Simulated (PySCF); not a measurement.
# Computed vibrations of [Yb(CH3)2]+

[Yb(CH3)2]+ (singlet in the valence; each metal's 4f electrons, 13 of them, lie in its core potential, out of spins and levels). PySCF 2.14.0, RKS PBE0, Yb lcecp-1-SVP with ECP59, C def2-SVP, H def2-SVP; non-relativistic Hamiltonian with scalar-relativistic core potentials where named; density fitting; no spin-orbit coupling. Central differences of gradients.

```xyz
9

Yb    0.0000    0.0000   -0.2180
C     1.7081    0.0170    1.2051
H     2.6888   -0.2085    0.7461
H     1.7959    1.0007    1.7057
H     1.5317   -0.7230    2.0088
C    -1.7081   -0.0170    1.2051
H    -2.6888    0.2085    0.7461
H    -1.7959   -1.0007    1.7057
H    -1.5317    0.7230    2.0088
```

Run from Python with OMP_NUM_THREADS=2. Where DIIS fails, smearing, a level shift and second-order steps follow.
It took 72 s on 2 threads of Arm Neoverse V2 (shared host).

What are the harmonic wavenumbers and infrared intensities?

Modes are labelled in C2; negative numbers are unstable modes, those under 60 cm⁻¹ near the noise; a finer grid moves soft modes by up to 10 cm⁻¹.
| cm⁻¹ | km/mol | symmetry |
| --- | --- | --- |
| 51 | 0.0 | a |
| 64 | 1.3 | b |
| 136 | 0.0 | a |
| 391 | 0.0 | a |
| 404 | 14.7 | b |
| 424 | 63.6 | b |
| 483 | 86.5 | b |
| 484 | 1.3 | a |
| 517 | 21.6 | a |
| 1159 | 2.3 | b |
| 1163 | 3.1 | a |
| 1370 | 2.8 | a |
| 1374 | 13.4 | b |
| 1379 | 13.9 | b |
| 1386 | 15.3 | a |
| 3009 | 10.8 | b |
| 3011 | 5.4 | a |
| 3111 | 0.0 | a |
| 3112 | 0.7 | b |
| 3122 | 0.1 | a |
| 3123 | 0.6 | b |

Is this a minimum?

Yes, within the noise of the softest modes. Ideal gas at 298.15 K and 1 bar: S = 351.8 J/(mol K), Cp = 95.8 J/(mol K), H − H(0 K) = 20.3 kJ/mol (rigid rotor, harmonic modes, spin degeneracy alone, that of the 4f electrons in the core included; the modes under 60 cm⁻¹ make these uncertain).

An lcecp potential fixes the number of 4f electrons, so in runs with it no electron can move into or out of that shell.
